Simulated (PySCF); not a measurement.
# Indirect couplings

Geometry:
| atom | x (Å) | y (Å) | z (Å) |
| --- | --- | --- | --- |
| C1 | 2.191 | -0.354 | -0.294 |
| O2 | 1.173 | 0.610 | -0.267 |
| C3 | -0.105 | 0.197 | -0.197 |
| C4 | -1.096 | 1.185 | -0.186 |
| C5 | -2.424 | 0.797 | -0.113 |
| C6 | -2.725 | -0.567 | -0.053 |
| N7 | -1.791 | -1.508 | -0.064 |
| C8 | -0.513 | -1.144 | -0.134 |
| H9 | 2.197 | -0.971 | 0.621 |
| H10 | 3.139 | 0.194 | -0.359 |
| H11 | 2.102 | -1.020 | -1.171 |
| H12 | -0.796 | 2.234 | -0.236 |
| H13 | -3.223 | 1.542 | -0.103 |
| H14 | -3.766 | -0.905 | 0.006 |
| H15 | 0.222 | -1.955 | -0.140 |

Couplings: B3LYP/pcJ-1 (spin–dipole term only in couplings to heteroatoms) in PySCF 2.14.0 with density-fitted response routines, geometry PBE0-D3(BJ)/def2-SVP; gas phase, one conformer, non-relativistic. Couplings are averaged over pairs made equivalent by symmetry, fast rotation or ring inversion, so a value needn't be that of the named pair in this geometry, while other rotamers aren't included; one pair stands for each set, and the list holds a selection of those of at least 0.8 Hz over up to four bonds, among pairs with at least one C or N or H atom (others weren't computed).

Isotopes: 13C, 1H, 17O, 15N. Couplings to quadrupolar nuclei such as 17O and 33S are rarely resolved in practice.

```tsv
pair	bonds	J (Hz)
C1, O2	1	21.9
C1, H9	1	148.9
O2, C3	1	24.5
C3, C4	1	?
C3, C8	1	67.2
C4, C5	1	62.6
C4, H12	1	169.7
C5, C6	1	58.2
C5, H13	1	?
C6, N7	1	-1.1
C6, H14	1	188.6
C8, H15	1	185.8
C1, C3	2	-2.1
C3, H15	2	5.6
C5, N7	2	?
H9, H10	2	-11.6
C1, C8	3	6.7
O2, H12	3	?
C3, H9	3	?
C4, H15	3	?
C6, H15	3	11.7
C8, H12	3	?
C8, H14	3	13.1
H12, H13	3	?
C5, H15	4	-1.8
C8, H13	4	-1.3
```

**Question.** Estimate the withheld couplings, with signs.

**Answer.** 
- 1J(C3,C4) = 71.8 Hz (bond length 1.400 Å)
- 1J(C5,H13) = 169.1 Hz (bond length 1.092 Å, sp2 carbon)
- 2J(C5,N7) = 2.7 Hz (angle at C6 123°)
- 3J(O2,H12) = -2.7 Hz (dihedral angle 0°)
- 3J(C3,H9) = 4.3 Hz (mean over equivalent pairs that range from 1.1 to 10.7 Hz in this conformer)
- 3J(C4,H15) = 4.9 Hz (dihedral angle 180°)
- 3J(C8,H12) = 4.0 Hz (dihedral angle 180°)
- 3J(H12,H13) = 9.3 Hz (dihedral angle 0°)
